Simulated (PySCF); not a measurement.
CH4Cl2OSi2, SMILES Cl[Si]1(Cl)CO[SiH2]1.

Geometry: PBE0-D3(BJ)/def2-SVP. The structure was generated by enumeration, and PubChem lists no compound with its InChIKey, so it may never have been made.

Computed with PBE0-D3(BJ)/def2-SVP in PySCF 2.14.0.

Frequencies are harmonic and unscaled.

```
mode  ν (cm⁻¹)  IR (km/mol)  moving atoms (share of kinetic energy)
----  --------  -----------  --------------------------------------
1           49          4.7         O 47 %, Cl 31 %, Si 10 %, H 9 %
2          107          0.0        Si 34 %, Cl 28 %, H 21 %, O 14 %
3          158          4.6                        Cl 71 %, Si 21 %
4          176          0.1                 H 38 %, C 32 %, Cl 22 %
5          197          9.5                Si 50 %, Cl 26 %, C 15 %
6          347          3.4        Cl 59 %, Si 16 %, O 12 %, C 10 %
7          439         21.0                  Si 60 %, O 24 %, H 8 %
8          460         25.7                         H 80 %, Si 11 %
9          583         84.3                Si 52 %, Cl 32 %, H 14 %
10         587        159.4                Si 62 %, Cl 17 %, C 13 %
11         664         27.6                                  H 88 %
12         711          3.7         C 38 %, Si 29 %, H 19 %, O 12 %
13         768         41.4                 H 62 %, C 23 %, Si 12 %
14         771         11.7         H 36 %, O 27 %, Si 25 %, C 12 %
15         814        194.3                 H 49 %, Si 27 %, O 21 %
16         967        155.7                                  H 92 %
17        1063        105.8                          O 48 %, C 45 %
18        1196          0.8                                  H 90 %
19        1248          2.4                          H 74 %, C 20 %
20        1454          2.6                                  H 93 %
21        2237        114.2                                  H 98 %
22        2245        110.0                                  H 96 %
23        3059         20.8                                  H 95 %
24        3124          7.3                          H 90 %, C 10 %
```
